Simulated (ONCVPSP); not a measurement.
Scattering properties, ONCV potential for osmium

Os, optimised norm-conserving Vanderbilt (ONCV), made with ONCVPSP 4.0.1 (PBE, fully relativistic). Core [Kr] 4d10 4f14, reference 5s2 5p6 5d6 6s1.5 6p0.5. Waves: 5s+6s: rc 1.40 bohr, ncon 3, nbas 6, qcut 6.6 1/bohr, 2 projectors; 5p+6p: rc 1.50 bohr, ncon 4, nbas 7, qcut 10.4 1/bohr, 2 projectors; 5d: rc 2.05 bohr, ncon 3, nbas 8, qcut 7.9 1/bohr, 2 projectors, debl 1.2 Ha. Local part: polynomial inside 0.95 bohr (lpopt 5, dvloc0 6 Ha). Core correction: Teter function, fcfact 2.25, rcfact 1.4.

Open shells are filled in proportion to 2j + 1.

The phase is arctan(r·R′/R) of the radial function R(r), unwrapped; energies in Ha, scanned from -5 to 5 Ha. A pole is an energy at which the radial function vanishes at the test radius. The pseudo phase is shifted by a multiple of π to meet the all-electron one at the reference energy, and phase errors are pseudo minus all-electron; the curves can meet again beyond the range given. Levels narrower than the energy grid can be missing from the lists of poles.

| channel | radius (bohr) | reference energy (Ha) | poles, all-electron | poles, pseudo | unbroken range about the reference energy with phases within 0.05 rad | phase error 1 Ha above the reference energy (rad) |
| --- | --- | --- | --- | --- | --- | --- |
| s | 1.42 | -0.25 | -2.18 | -2.18, 3.43 | below 2.5 | -0.000 |
| p3/2 | 1.52 | -0.06 | -0.34 | -0.34 | the whole range | -0.000 |
| p1/2 | 1.52 | -0.08 | -1.17 | -1.17 | the whole range | -0.000 |
| d5/2 | 2.08 | -0.25 | 0.45 | 0.45 | the whole range | +0.000 |
| d3/2 | 2.08 | -0.29 | 0.35 | 0.35 | the whole range | +0.000 |

Note: no bound ghost flagged; GHOST(+) flagged for s at 90.0 eV.

Phases in the s channel:

```csv
E (Ha),all-electron,pseudo
-4.96,0.574,0.574
-4.48,-0.114,-0.114
-4.00,-0.869,-0.869
-3.52,-1.237,-1.237
-3.04,-1.413,-1.413
-2.56,-1.515,-1.515
-2.08,-1.584,-1.584
-1.60,-1.638,-1.638
-1.12,-1.684,-1.684
-0.64,-1.727,-1.727
-0.16,-1.772,-1.772
0.32,-1.821,-1.821
0.80,-1.879,-1.879
1.28,-1.954,-1.955
1.76,-2.057,-2.062
2.24,-2.212,-2.233
2.72,-2.465,-2.558
3.20,-2.878,-3.497
3.68,-3.407,-5.748
4.16,-3.836,-6.681
4.64,-4.099,-7.106
```
